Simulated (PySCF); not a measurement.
**Structure elucidation problem**

Molecular formula: C4N2S. Simulated spectra:

¹³C{¹H} NMR (computed): δ 123.2 (C), 111.7 (C), 62.2 (C), 28.7 (C).

- PBE0-D3(BJ)/def2-TZVP geometry
- shieldings: GIAO B97-2/pcSseg-2
- run in PySCF
- a single conformation, relativity neglected, no solvent model

Shifts are taken against calculated references (same method and geometry level): ¹³C (σ = 185.38 ppm) against TMS.

Question: Deduce the structure.

Answer: 
1. The formula gives 6 degrees of unsaturation.
2. 4 carbon signals for 4 carbons: no two carbons are equivalent.
3. Carbon types of the structure: 4 × C.
4. δC 123.2: central carbon of a heterocumulene.
5. δC 111.7: nitrile carbon; this is the usual window of a C≡N carbon, which has no attached hydrogen.
6. δC 62.2, 28.7: alkyne carbon; sp carbons lie upfield of alkene carbons because the cylindrical π system leaves one tensor component strongly shielded.

The compound is Cyanoethynyl Isothiocyanate (SMILES S=C=NC#CC#N).

The data come from this structure; uniqueness wasn't tested.

Shifts are as computed. Against solution values, carbons near 30 ppm lie about +3 ppm off and those near 130 ppm about +7 ppm. Of 1211 compounds with measured shifts, 218 miss one by over three times the rms of a fit or turn the order of signals round; such compounds aren't used in these exercises.
